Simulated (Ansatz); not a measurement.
Input for Ansatz (an electronic-structure program): U-CCSD(T)/cc-pVTZ on BrGeH3 (SMILES [GeH3][Br]), a point of a bond scan (R = 7.462 Å). The run froze 28 orbitals, filled d shells among them.

Ansatz 0.2 input:
```yaml
crystal:
  periodic: [false, false, false]
  atoms:
    - {symbol: Ge, position_ang: [-1.14560058, 0.04679150, 0.00463248]}
    - {symbol: Br, position_ang: [6.30989705, -0.25772469, -0.02551542]}
    - {symbol: H, position_ang: [-1.53993749, 1.48382174, -0.35409628]}
    - {symbol: H, position_ang: [-1.60695799, -0.33231658, 1.41625220]}
    - {symbol: H, position_ang: [-1.64237120, -0.95588990, -1.04278950]}
basis:
  gaussian:
    orbitals: cc-pVTZ
correlation: {method: ccsd_t, electrons: outside_noble_gas}
scf: {omitted_lower_state_checks: [cluster_reference]}
magnetization: {spin_polarized: true, initial_magnetization: 0}
```

Program output:

```
WARN ansatz: RAYON_NUM_THREADS=1 ignored (pool sized by the plan → 1); use --threads N
Functional definition: HF
these checks for a lower state are left out or cut short: cluster_reference
integrals: 0.34 GiB planned
781 factors; integrals over basis functions are off by at most 9.5e-4 eV
mean field: 0.58 GiB planned
mean field evaluation 1: about -126514.8312 eV, gradient 1.6e1 eV
mean field evaluation 2: about -126514.8315 eV, gradient 1.6e1 eV
mean field evaluation 4: about -126516.2486 eV, gradient 8.9e0 eV
mean field evaluation 8: about -126517.1168 eV, gradient 2.0e0 eV
mean field evaluation 16: about -126520.7867 eV, gradient 4.7e-1 eV
mean field evaluation 32: about -126520.7921 eV, gradient 7.0e-7 eV
mean field evaluation 64: about -126520.7915 eV, gradient 9.5e-7 eV
mean field evaluation 96: about -126520.7921 eV, gradient 3.2e-2 eV
mean field evaluation 128: about -126520.7918 eV, gradient 3.2e-3 eV
mean field evaluation 160: about -126520.7915 eV, gradient 9.5e-7 eV
mean field evaluation 192: about -126520.7915 eV, gradient 1.9e-2 eV
mean field evaluation 224: about -126517.2554 eV, gradient 1.8e-1 eV
mean field -126520.79209761 eV, -4649.5533507142 hartree, gradient 6.6e-11 eV, S^2 1.013794; 15 other end points of the search recorded, 0 dependent functions left out
28 core orbitals not correlated
reference -126520.79209761 eV, -4649.5533507142 hartree; 7, 7 occupied and 93, 93 virtual orbitals, 781 factors
second order -6.68520754 eV of doubles, -0.00000000 eV of singles
coupled cluster: 0.56 GiB planned
cycle   1  -7.58477650 eV  change   -9.0e-1 eV  update   6.5e-2
cycle   2  -7.88445979 eV  change   -3.0e-1 eV  update   2.3e-2
cycle   3  -7.89580855 eV  change   -1.1e-2 eV  update   5.7e-3
cycle   4  -7.89507913 eV  change    7.3e-4 eV  update   1.8e-3
cycle   5  -7.89449849 eV  change    5.8e-4 eV  update   7.3e-4
cycle   6  -7.89458482 eV  change   -8.6e-5 eV  update   2.6e-4
cycle   7  -7.89466361 eV  change   -7.9e-5 eV  update   9.1e-5
cycle   8  -7.89466966 eV  change   -6.1e-6 eV  update   3.5e-5
cycle   9  -7.89466111 eV  change    8.5e-6 eV  update   1.2e-5
coupled cluster: 0.57 GiB planned
perturbative correction -0.20983618 eV, -0.0077113376 hartree
Total energy: -126528.89659491 eV, -4649.8511854963 hartree
Checks for a lower state left out: cluster_reference
```

The calculation finished and met its thresholds. Its determinant has ⟨S²⟩ = 1.01, a mixture of spin states.

Cost: about 50 core-seconds (a rough figure).
